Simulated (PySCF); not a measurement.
## Bismuth: a sound run and one with changed settings

Sound run: Bi⁺ [Xe] 4f14 5d10 6s2 6p2, Bi²⁺ [Xe] 4f14 5d10 6s2 6p1. Computed with PySCF 2.14 in aug-cc-pVDZ-PP with ECP60MDF (5s4p3d, 32 functions), with a scalar-relativistic core potential. The sound run starts from symmetry-adapted Hartree-Fock orbitals and uses a fine grid where one is needed.

A second run was set up differently.

| species | method | sound run (hartree) | changed run (hartree) | converged |
| --- | --- | --- | --- | --- |
| Bi⁺ | UHF | -213.28874 | -213.28849 | no |
| Bi⁺ | PBE | -214.31658 | -214.31640 | no |
| Bi⁺ | MN15 | -213.86226 | -213.86219 | no |
| Bi²⁺ | UHF | -212.72646 | -212.72638 | no |
| Bi²⁺ | PBE | -213.73722 | -213.73722 | no |
| Bi²⁺ | MN15 | -213.27849 | -213.27846 | no |

Question: What was changed?
A. all electrons correlated in a valence basis
B. too few SCF iterations
C. basis contracted for another Hamiltonian
D. radial grid too coarse

Answer: B. It used initial guess 1e, at most 3 SCF cycles. The SCF was stopped early; the energies are upper bounds that still move, and correlated levels were skipped or rest on poor orbitals.
